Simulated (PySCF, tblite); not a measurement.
Isomers of C3H7ClOSi2. All values are computed: GFN2-xTB (tblite) harmonic vibrations without scaling, gas phase. This tight-binding method is rough: wavenumbers can miss measured ones by several per cent, in bad cases by 10 to 20. Modes of hydrogen on silicon can be 10 to 20 % off. One conformer each.

Electronic energies: PBE0/pcSseg-1 single points on the GFN2-xTB geometries (PySCF, gas phase).

```json
{"SMILES": "O=C(Cl)C=C([SiH3])[SiH3]", "electronic energy, lowest = 0 (kJ/mol)": "29.5"}
{"SMILES": "O=C=C(Cl)C[SiH2][SiH3]", "electronic energy, lowest = 0 (kJ/mol)": "95.8"}
{"SMILES": "O=C1C[C@H](Cl)[SiH2][SiH2]1", "electronic energy, lowest = 0 (kJ/mol)": "0.0"}
{"SMILES": "O=C=C(Cl)[SiH2]C[SiH3]", "electronic energy, lowest = 0 (kJ/mol)": "40.3"}
```

Problem. How do GFN2-xTB zero-point energies change the relative energies?

Solution. 
```
                     SMILES  ZPE (kJ/mol)  of it from modes above 1550 cm⁻¹  electronic (kJ/mol)  with ZPE, lowest = 0 (kJ/mol)  lowest mode (cm⁻¹)  rings
O=C1C[C@H](Cl)[SiH2][SiH2]1         226.7                             117.0                  0.0                            0.0                  42      1
   O=C(Cl)C=C([SiH3])[SiH3]         210.2                             119.4                 29.5                           13.0                  58      0
     O=C=C(Cl)[SiH2]C[SiH3]         213.9                             116.4                 40.3                           27.6                  27      0
     O=C=C(Cl)C[SiH2][SiH3]         213.9                             115.9                 95.8                           83.0                  22      0
```

The zero-point energies span 16.5 kJ/mol, from `O=C(Cl)C=C([SiH3])[SiH3]` to `O=C1C[C@H](Cl)[SiH2][SiH2]1`. The order is unchanged.

Problem. And how do the electronic energies of GFN2-xTB itself compare?

Solution. `O=C1C[C@H](Cl)[SiH2][SiH2]1` 31.4; `O=C(Cl)C=C([SiH3])[SiH3]` 0.0; `O=C=C(Cl)[SiH2]C[SiH3]` 41.0; `O=C=C(Cl)C[SiH2][SiH3]` 76.3 kJ/mol, lowest = 0. Against the energies above, taken from the same isomer `O=C1C[C@H](Cl)[SiH2][SiH2]1`, the largest difference is 60.9 kJ/mol.

Problem. What do entropy and thermal enthalpy add at 298.15 K and 1 bar (rigid rotor, harmonic oscillator, one conformer each)?

Solution. 
```csv
SMILES,point group,symmetry number,S (J/(mol K)),H − H(0) (kJ/mol),ZPE + H − H(0) − TS (kJ/mol)
O=C1C[C@H](Cl)[SiH2][SiH2]1,C1,1,398.6,27.05,134.9
O=C(Cl)C=C([SiH3])[SiH3],Cs,1,418.4,29.45,114.9
O=C=C(Cl)[SiH2]C[SiH3],C1,1,442.4,31.30,113.3
```

Not tabulated: `O=C=C(Cl)C[SiH2][SiH3]` (lowest mode only 22 cm⁻¹).
